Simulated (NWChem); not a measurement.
System: C$_{2}$H$_{2}$FI; SMILES C=C(F)I

NWChem input:

```
start job
memory heap 200 mb stack 700 mb global 900 mb
geometry units angstroms noautoz
  C     -1.220599     2.009555     0.000000
  C     -0.088977     1.316418     0.000000
  F      1.099423     1.889780     0.000000
  I      0.028873    -0.777950     0.000000
  H     -2.187864     1.510539     0.000000
  H     -1.171587     3.101424     0.000000
end
basis spherical
  C library def2-svp
  F library def2-svp
  I library def2-svp
  H library def2-svp
end
ecp
  I library def2-ecp
end
dft
  xc xpbe96 cpbe96
  iterations 150
  vectors input atomic output neutral.movecs
end
task dft energy
charge 1
dft
  odft
  mult 2
  vectors input atomic output cation.movecs
end
task dft energy
```

Parts of the log:

```
             Northwest Computational Chemistry Package (NWChem) 7.3.0
             --------------------------------------------------------

 CS  symmetry detected

                             Geometry "geometry" -> ""
                             -------------------------

 Output coordinates in angstroms (scale by  1.889725989 to convert to a.u.)

  No.       Tag          Charge          X              Y              Z
 ---- ---------------- ---------- -------------- -------------- --------------
    1 C                    6.0000    -1.21616922     2.00937891     0.00000000
    2 C                    6.0000    -0.08703001     1.31220469     0.00000000
    3 F                    9.0000     1.10341020     1.88131860     0.00000000
    4 I                   53.0000     0.02333909    -0.78257086     0.00000000
    5 H                    1.0000    -2.18521032     1.51382073     0.00000000
    6 H                    1.0000    -1.16325787     3.10106590     0.00000000

 Effective nuclear repulsion energy (a.u.)     299.5623753688

      Symmetry information
      --------------------

 Group name             Cs
 Group number              2
 Group order               2
 No. of unique centers     6

 Summary of "ao basis" -> "ao basis" (spherical)
 ------------------------------------------------------------------------------
       Tag                 Description            Shells   Functions and Types
 ---------------- ------------------------------  ------  ---------------------
 C                          def2-svp                 6       14   3s2p1d
 F                          def2-svp                 6       14   3s2p1d
 I                          def2-svp                10       26   4s4p2d
 H                          def2-svp                 3        5   2s1p

      Symmetry analysis of basis
      --------------------------

        a'         56
        a"         22

            General Information
            -------------------
          SCF calculation type: DFT
          Wavefunction type:  closed shell.
          No. of atoms     :     6
          No. of electrons :    48
           Alpha electrons :    24
            Beta electrons :    24
          Charge           :     0
          Spin multiplicity:     1
          Use of symmetry is: on ; symmetry adaption is: on
          Maximum number of iterations: 150
          AO basis - number of functions:    78
                     number of shells:    34
          Convergence on energy requested:  1.00D-06
          Convergence on density requested:  1.00D-05
          Convergence on gradient requested:  5.00D-04

              XC Information
              --------------
          PerdewBurkeErnzerhof Exchange Functional  1.000
            Perdew 1991 LDA Correlation Functional  1.000 local
           PerdewBurkeErnz. Correlation Functional  1.000 non-local

             Grid Information
             ----------------
          Grid used for XC integration:  medium
          Radial quadrature: Mura-Knowles
          Angular quadrature: Lebedev.
          Tag              B.-S. Rad. Rad. Pts. Rad. Cut. Ang. Pts.
          ---              ---------- --------- --------- ---------
          C                   0.70       49          10.0       434
          F                   0.50       49           9.0       434
          I                   1.40      123          11.0       590
          H                   0.35       45          11.0       434
          Grid pruning is: on
          Number of quadrature shells:   360
          Spatial weights used:  Erf1

      Superposition of Atomic Density Guess
      -------------------------------------

 Sum of atomic energies:        -522.66781032

      Non-variational initial energy
      ------------------------------

 Total energy =    -473.629101
 1-e energy   =   -1103.513830
 2-e energy   =     456.496883
 HOMO         =      -0.274695
 LUMO         =       0.020536

      Symmetry analysis of molecular orbitals - initial
      -------------------------------------------------

  Numbering of irreducible representations:

     1 a'          2 a"

  Orbital symmetries:

     1 a'          2 a'          3 a'          4 a'          5 a'
     6 a'          7 a"          8 a'          9 a'         10 a"
    11 a'         12 a"         13 a'         14 a'         15 a'
    16 a'         17 a'         18 a"         19 a'         20 a'
    21 a'         22 a"         23 a'         24 a"         25 a'
    26 a"         27 a'         28 a'         29 a'         30 a'
    31 a'         32 a'         33 a'         34 a"

   convergence    iter        energy       DeltaE   RMS-Dens  Diis-err
 ---------------- ----- ----------------- --------- --------- ---------
 d= 0,ls=0.0,diis     1   -474.4722748185 -6.48D+02  2.31D-02  8.49D-01
 d= 0,ls=0.0,diis     2   -474.1351755965  3.37D-01  1.67D-02  3.74D+00
 d= 0,ls=0.0,diis     3   -474.5666435000 -4.31D-01  5.39D-03  7.11D-02
 d= 0,ls=0.0,diis     4   -474.5658933055  7.50D-04  2.63D-03  9.68D-02
 d= 0,ls=0.0,diis     5   -474.5771540926 -1.13D-02  4.66D-04  1.02D-03
  Resetting Diis
 d= 0,ls=0.0,diis     6   -474.5772780797 -1.24D-04  1.57D-04  6.25D-05
 d= 0,ls=0.0,diis     7   -474.5772849791 -6.90D-06  1.47D-04  1.61D-05
 d= 0,ls=0.0,diis     8   -474.5772776340  7.35D-06  9.59D-05  6.05D-05
 d= 0,ls=0.0,diis     9   -474.5772876204 -9.99D-06  7.18D-06  4.81D-07
 d= 0,ls=0.0,diis    10   -474.5772876684 -4.80D-08  2.12D-06  3.16D-08

         Total DFT energy =     -474.577287668369
      One electron energy =    -1105.279473686419
           Coulomb energy =      501.326375216725
    Exchange-Corr. energy =      -44.012034385800
 Nuclear repulsion energy =      173.387845187124

 Numeric. integr. density =       48.000008417903

                  Occupations of the irreducible representations
                  ----------------------------------------------

                     irrep           alpha         beta
                     --------     --------     --------
                     a'               18.0         18.0
                     a"                6.0          6.0

                       DFT Final Molecular Orbital Analysis
                       ------------------------------------

 Vector   22  Occ=2.000000D+00  E=-2.729645D-01  Symmetry=a"
              MO Center= -7.6D-02,  6.2D-01, -3.5D-16, r^2= 3.2D+00
   Bfn.  Coefficient  Atom+Function         Bfn.  Coefficient  Atom+Function
  ----- ------------  ---------------      ----- ------------  ---------------
    55      0.406275  4 I  pz                58      0.338249  4 I  pz
    34      0.304878  3 F  pz                20      0.281102  2 C  pz
     6      0.251068  1 C  pz                37     -0.226360  3 F  pz
    52     -0.164973  4 I  pz                 9      0.161545  1 C  pz
    23      0.148238  2 C  pz                49     -0.133867  4 I  pz

 Vector   23  Occ=2.000000D+00  E=-2.434036D-01  Symmetry=a'
              MO Center=  1.8D-02, -6.8D-01,  9.3D-15, r^2= 2.2D+00
   Bfn.  Coefficient  Atom+Function         Bfn.  Coefficient  Atom+Function
  ----- ------------  ---------------      ----- ------------  ---------------
    53      0.615940  4 I  px                56      0.531212  4 I  px
    50     -0.248348  4 I  px                47     -0.201004  4 I  px
    33     -0.105954  3 F  py                 3      0.089489  1 C  s
    36      0.076495  3 F  py                 5     -0.060234  1 C  py
    74     -0.057582  6 H  s                 21      0.056067  2 C  px

 Vector   24  Occ=2.000000D+00  E=-2.219086D-01  Symmetry=a"
              MO Center= -3.5D-01,  4.6D-01,  5.2D-15, r^2= 3.7D+00
   Bfn.  Coefficient  Atom+Function         Bfn.  Coefficient  Atom+Function
  ----- ------------  ---------------      ----- ------------  ---------------
    55      0.458842  4 I  pz                58      0.419573  4 I  pz
     6     -0.351247  1 C  pz                 9     -0.262580  1 C  pz
    20     -0.241105  2 C  pz                52     -0.184624  4 I  pz
    34     -0.153720  3 F  pz                49     -0.149122  4 I  pz
    23     -0.118021  2 C  pz                37      0.117791  3 F  pz

 Vector   25  Occ=0.000000D+00  E=-6.721139D-02  Symmetry=a'
              MO Center= -4.7D-02, -2.0D-01, -5.2D-16, r^2= 3.4D+00
   Bfn.  Coefficient  Atom+Function         Bfn.  Coefficient  Atom+Function
  ----- ------------  ---------------      ----- ------------  ---------------
    17      0.913418  2 C  s                 57     -0.883077  4 I  py
    22     -0.454016  2 C  py                46     -0.451319  4 I  s
    19     -0.423806  2 C  py                54     -0.384664  4 I  py
    16      0.294820  2 C  s                  3     -0.217462  1 C  s
    45     -0.214044  4 I  s                 75      0.188357  6 H  s

 Vector   26  Occ=0.000000D+00  E=-3.638069D-02  Symmetry=a"
              MO Center= -5.8D-01,  1.5D+00, -5.3D-15, r^2= 2.4D+00
   Bfn.  Coefficient  Atom+Function         Bfn.  Coefficient  Atom+Function
  ----- ------------  ---------------      ----- ------------  ---------------
     9      0.587096  1 C  pz                23     -0.583377  2 C  pz
    20     -0.514117  2 C  pz                 6      0.416697  1 C  pz
    34     -0.202236  3 F  pz                37      0.194346  3 F  pz
    58      0.193394  4 I  pz                55      0.109118  4 I  pz
    65     -0.101976  4 I  d -1              60      0.065380  4 I  d -1

 Vector   27  Occ=0.000000D+00  E= 6.598461D-02  Symmetry=a'
              MO Center= -1.1D+00,  1.4D+00,  4.5D-16, r^2= 4.0D+00
   Bfn.  Coefficient  Atom+Function         Bfn.  Coefficient  Atom+Function
  ----- ------------  ---------------      ----- ------------  ---------------
    70      1.395268  5 H  s                  3     -0.561084  1 C  s
    21      0.536991  2 C  px                31     -0.519917  3 F  s
    17      0.510848  2 C  s                  7      0.496183  1 C  px
     8      0.402093  1 C  py                75     -0.403583  6 H  s
    35      0.293428  3 F  px                18      0.265440  2 C  px

     Multipole analysis of the density
     ---------------------------------

     L   x y z        total         alpha         beta         nuclear
     -   - - -        -----         -----         ----         -------
     0   0 0 0      0.000000    -24.000000    -24.000000     48.000000

     1   1 0 0     -0.364449      0.435239      0.435239     -1.234926
     1   0 1 0      0.080289    -20.663679    -20.663679     41.407646
     1   0 0 1      0.000000      0.000000      0.000000      0.000000

     2   2 0 0    -31.851243    -62.384112    -62.384112     92.916980
     2   1 1 0     -1.518773      6.448537      6.448537    -14.415848
     2   1 0 1     -0.000000     -0.000000     -0.000000      0.000000
     2   0 2 0    -29.245748   -181.801959   -181.801959    334.358171
     2   0 1 1      0.000000      0.000000      0.000000      0.000000
     2   0 0 2    -33.404851    -16.702425    -16.702425      0.000000

                                 NWChem DFT Module
                                 -----------------

      Symmetry analysis of basis
      --------------------------

        a'         56
        a"         22

            General Information
            -------------------
          SCF calculation type: DFT
          Wavefunction type:  spin polarized.
          No. of atoms     :     6
          No. of electrons :    47
           Alpha electrons :    24
            Beta electrons :    23
          Charge           :     1
          Spin multiplicity:     2
          Use of symmetry is: on ; symmetry adaption is: on
          Maximum number of iterations: 150
          AO basis - number of functions:    78
                     number of shells:    34
          Convergence on energy requested:  1.00D-06
          Convergence on density requested:  1.00D-05
          Convergence on gradient requested:  5.00D-04

              XC Information
              --------------
          PerdewBurkeErnzerhof Exchange Functional  1.000
            Perdew 1991 LDA Correlation Functional  1.000 local
           PerdewBurkeErnz. Correlation Functional  1.000 non-local

             Grid Information
             ----------------
          Grid used for XC integration:  medium
          Radial quadrature: Mura-Knowles
          Angular quadrature: Lebedev.
          Tag              B.-S. Rad. Rad. Pts. Rad. Cut. Ang. Pts.
          ---              ---------- --------- --------- ---------
          C                   0.70       49          10.0       434
          F                   0.50       49           9.0       434
          I                   1.40      123          11.0       590
          H                   0.35       45          11.0       434
          Grid pruning is: on
          Number of quadrature shells:   360
          Spatial weights used:  Erf1

      Superposition of Atomic Density Guess
      -------------------------------------

 Sum of atomic energies:        -522.66781032

 Renormalizing density from      48.00 to     47

      Non-variational initial energy
      ------------------------------

 Total energy =    -469.461801
 1-e energy   =   -1080.523958
 2-e energy   =     437.674312
 HOMO         =      -0.560407
 LUMO         =      -0.295093

   Symmetry analysis of molecular orbitals - initial alpha
   -------------------------------------------------------

  Numbering of irreducible representations:

     1 a'          2 a"

  Orbital symmetries:

     1 a'          2 a'          3 a'          4 a'          5 a'
     6 a'          7 a"          8 a'          9 a'         10 a"
    11 a'         12 a"         13 a'         14 a'         15 a'
    16 a'         17 a'         18 a"         19 a'         20 a'
    21 a'         22 a"         23 a'         24 a"         25 a'
    26 a"         27 a'         28 a'         29 a'         30 a'
    31 a'         32 a'         33 a"         34 a'

   Symmetry analysis of molecular orbitals - initial beta
   ------------------------------------------------------

  Numbering of irreducible representations:

     1 a'          2 a"

  Orbital symmetries:

     1 a'          2 a'          3 a'          4 a'          5 a'
     6 a'          7 a"          8 a'          9 a'         10 a"
    11 a'         12 a"         13 a'         14 a'         15 a'
    16 a'         17 a'         18 a"         19 a'         20 a'
    21 a'         22 a"         23 a'         24 a"         25 a'
    26 a"         27 a'         28 a'         29 a'         30 a'
    31 a'         32 a'         33 a"         34 a'

[...]
```

Level: PBE/def2-SVP with def2 effective core potentials on I, vertical spin-unrestricted ions. Geometry: optimised at PBE0/def2-SVP. def2 effective core potentials on I; no spin-orbit coupling.
